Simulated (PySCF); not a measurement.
# How methods differ on the ionisation energy of Ca⁶⁺

Ca⁶⁺ [Ne] 3s2 3p2 [3p1/2^2, M_J = 0] → Ca⁷⁺ [Ne] 3s2 3p1 [3p1/2^1, M_J = 1/2], as a difference of total energies. Computed with PySCF 2.14 in an uncontracted even-tempered set (20 s from 0.27 bohr⁻², ratio 2.4; 13 p from 0.35 bohr⁻², ratio 2.4; 5 d from 2.1 bohr⁻², ratio 2.6; 5 f from 3.1 bohr⁻², ratio 2.6), with the two-component X2C-1e Hamiltonian. Correlated levels: 1s2 frozen; the 46 highest virtual spinors dropped. "Screened" scales the spin-orbit matrix elements by Boettger's factors to mimic the two-electron term; Breit and QED terms are absent.

```json
{"method": "GHF (spin-free)", "ionisation energy (eV)": "126.27"}
{"method": "GMP2 (spin-free)", "ionisation energy (eV)": "126.94"}
{"method": "GHF (screened spin-orbit)", "ionisation energy (eV)": "126.12"}
{"method": "GMP2 (screened spin-orbit)", "ionisation energy (eV)": "126.78"}
```

Q: How much does correlation contribute at GMP2 (screened spin-orbit)?

A: 126.78 − (126.12) = 0.66 eV, measured against GHF (screened spin-orbit).

The labels give the starting determinants; with spin-orbit coupling the two ends relaxed to ⟨J²⟩ = 1.75, ⟨L²⟩ = 2.00, ⟨S²⟩ = 1.99 and ⟨J²⟩ = 0.81, ⟨L²⟩ = 2.02, ⟨S²⟩ = 0.76.

The determinant of Ca⁶⁺ mixes levels of different J (the jj label is only the starting occupation), so the difference between spin-free and spin-orbit rows is not the physical spin-orbit shift.

For comparison: 127.21 ± 0.25 eV (semi-empirical (NIST evaluation); NIST Atomic Spectra Database, ionization energies).
